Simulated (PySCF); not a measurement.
From one molecule to another.

First species: C4H11BOS.
SMILES: `CSBOC(C)C`

Second species: C₂H₈N₂Si₂.
Atom-mapped SMILES: `[CH2:1]=[CH:2][N:3]1[SiH2:4][NH:5][SiH2:6]1` (hydrogens: H7, H8 on C1; H9 on C2; H10, H11 on Si4; H12 on N5; H13, H14 on Si6)

Levels: CAM-B3LYP/def2-SVPD for dipole moment, HOMO energy, LUMO energy, HOMO–LUMO gap, static isotropic polarisability and electronic spatial extent ⟨r²⟩ about the centre of nuclear charge; TDDFT CAM-B3LYP/def2-SVPD for lowest singlet excitation; TDA CAM-B3LYP/def2-SVPD for lowest triplet excitation (Tamm–Dancoff); ΔSCF CAM-B3LYP/def2-SVPD for vertical ionisation energy; PBE0-D3(BJ)/def2-SVP for rotational constant A and rotational constant C. Geometries: PBE0-D3(BJ)/def2-SVP. Each species is one conformer at its optimised geometry, gas phase, non-relativistic unless stated; the electronic structure was computed with PySCF and density fitting.

Dipoles, sizes and rotational constants follow the conformer. The torsions of the flexible species, by atom-mapped SMILES:
- `[CH3:1][S:2][BH:3][O:4][CH:5]([CH3:6])[CH3:7]`: C1–S2–B3–O4 -178°, S2–B3–O4–C5 -1°, B3–O4–C5–C6 -87°
- `[CH2:1]=[CH:2][N:3]1[SiH2:4][NH:5][SiH2:6]1`: C1–C2–N3–Si4 180°

```tsv
property	column X	column Y
dipole moment	1.73 D	0.68 D
HOMO energy	-7.36 eV	-8.43 eV
LUMO energy	0.37 eV	1.04 eV
HOMO–LUMO gap	7.73 eV	9.47 eV
lowest singlet excitation	4.83 eV	6.24 eV
lowest triplet excitation (Tamm–Dancoff)	3.97 eV	5.24 eV
static isotropic polarisability	89.4 au	89.9 au
vertical ionisation energy	8.01 eV	9.25 eV
electronic spatial extent ⟨r²⟩ about the centre of nuclear charge	912 bohr²	1315 bohr²
rotational constant A	4.148 GHz	5.104 GHz
rotational constant C	1.349 GHz	0.952 GHz
```

(1) Which column belongs to which species?

(2) How does each property change from the first species to the second?

Results:

(1) Column X is the second species and column Y the first. The first has 18 atoms and 64 electrons, the second 14 and 62.

(2) dipole moment +1.05 D; HOMO energy +1.07 eV; LUMO energy -0.67 eV; HOMO–LUMO gap -1.74 eV; lowest singlet excitation -1.41 eV; lowest triplet excitation (Tamm–Dancoff) -1.27 eV; static isotropic polarisability -0.5 au; vertical ionisation energy -1.24 eV; electronic spatial extent ⟨r²⟩ about the centre of nuclear charge -403 bohr²; rotational constant A -0.956 GHz; rotational constant C +0.397 GHz.

On the first: The vertical singlet–triplet gap S1 − T1 is 1.00 eV (TDDFT singlet less Tamm–Dancoff triplet; S1: HOMO→LUMO, weight 0.60, beside HOMO→LUMO+1, weight 0.33; T1: HOMO→LUMO, weight 0.60, beside HOMO→LUMO+1, weight 0.33). The dipole equals about 2.3 × 10⁻³⁰ C·m (1 D = 3.33564 × 10⁻³⁰ C·m).

On the second: The vertical singlet–triplet gap S1 − T1 is 0.86 eV (TDDFT singlet less Tamm–Dancoff triplet). The dipole equals about 5.8 × 10⁻³⁰ C·m (1 D = 3.33564 × 10⁻³⁰ C·m).
